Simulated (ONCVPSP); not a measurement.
# lithium, ONCV: configuration errors across variants

| Item | Value |
| --- | --- |
| Element | lithium |
| Generator | ONCVPSP 4.0.1 |
| Type | optimised norm-conserving Vanderbilt (ONCV) |
| Functional | PBE |
| Relativity | scalar-relativistic |
| Frozen core | none |
| Valence charge | 3 |
| Reference configuration | 1s2 2s1 |
| Partial waves | 1s+2s: rc 1.00 bohr, ncon 4, nbas 8, qcut 14.7 1/bohr, 3 projectors, debl 1 Ha; p scattering state at 0.16 Ha: rc 0.85 bohr, ncon 4, nbas 7, qcut 10.4 1/bohr, local |
| Local potential | the p channel |
| Core correction | none |

All-electron excitation energies from the reference (eV): (1) 1s2 2s0 5.296; (2) 1s2 2s0.5 2.049; (3) 1s2 2s0 2p1 1.787; (4) 1s1 2s1 68.407.

2 further variants failed, have other tests or too few solved ones, and are left out.

A true bound ghost makes a file unfit for plane-wave use even where its test errors are small: the radial tests pick states by their node count and pass the ghost by.

Errors AE − PS in meV (a dash: test not solved or not reliable):

```json
{"change": "base", "(1)": "+0.2", "(2)": "0.0", "(3)": "+0.2", "(4)": "+400", "bound ghosts": "none", "GHOST(+) flags above zero": "none"}
{"change": "s: debl 0.3", "(1)": "+0.2", "(2)": "0.0", "(3)": "+0.2", "(4)": "+400", "bound ghosts": "none", "GHOST(+) flags above zero": "none"}
{"change": "s: nbas 9", "(1)": "+0.2", "(2)": "0.0", "(3)": "+0.2", "(4)": "+400", "bound ghosts": "none", "GHOST(+) flags above zero": "none"}
{"change": "s: qcut 19.5", "(1)": "+0.6", "(2)": "+0.1", "(3)": "+0.8", "(4)": "-247", "bound ghosts": "s", "GHOST(+) flags above zero": "none"}
{"change": "p: rc 0.56", "(1)": "+0.2", "(2)": "0.0", "(3)": "+0.2", "(4)": "+400", "bound ghosts": "none", "GHOST(+) flags above zero": "none"}
{"change": "s: qcut 13.2; p: qcut 9.3", "(1)": "+0.2", "(2)": "0.0", "(3)": "+0.3", "(4)": "+482", "bound ghosts": "none", "GHOST(+) flags above zero": "none"}
```

**Question.** Give the same row for: s: rc 0.88.

**Answer.** +0.1, 0.0, +0.2, +302; bound ghosts: none; GHOST(+) flags above zero: none.
